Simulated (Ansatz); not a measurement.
`[CH3][Ga]([NH2])[NH2]` + `C[O][Al]([OH])[Cl]` → `C[O][Al]([Cl])[O]C` + `[NH2][GaH][NH2]`  (substitution at a C–Ga bond)

Calculated with Ansatz (gas phase, PBE0-D4/def2-TZVP geometries, no zero-point term in ΔE). CCSD(T)/CBS is the MP2 limit (def2-TZVPP, def2-QZVPP) plus CCSD(T) − MP2 in def2-TZVPP, frozen cores. Functionals use def2-TZVPP. B3LYP here is the variant with VWN-RPA as its local correlation; programs differ in this. For Ga outer-core shells are correlated without core-valence functions, which leaves a few kJ/mol of doubt a bond. Scalar relativity is left out up to krypton. One conformer a species, not always the lowest.

Question: Is it downhill or uphill in electronic energy at CCSD(T)/CBS, and by how much? (Estimate.)

Answer: Computed: Uphill: ΔE = +98.3 kJ/mol.

Question: What do these levels give: PBE-D4, r2SCAN-D4, B3LYP-D4, B2PLYP, PBE, B3LYP, MP2/def2-TZVPP, CCSD(T)/def2-TZVPP, HF/def2-QZVPP, MP2/def2-QZVPP, SCS-MP2/def2-QZVPP, MP2/CBS(def2)? (Best estimate.)

Answer: Ansatz gave: PBE-D4 89.2, r2SCAN-D4 90.4, B3LYP-D4 84.4, B2PLYP 89.2, PBE 88.6, B3LYP 83.4, MP2/def2-TZVPP 102.3, CCSD(T)/def2-TZVPP 93.9, HF/def2-QZVPP 72.2, MP2/def2-QZVPP 104.6, SCS-MP2/def2-QZVPP 95.4, MP2/CBS(def2) 106.8 kJ/mol.

Largest T1 diagnostic among the species: 0.013.

In def2-TZVPP, CCSD(T) changes the Hartree–Fock value by +20.8 kJ/mol (the triples alone add +1.8 kJ/mol) and MP2 by +29.2 kJ/mol.
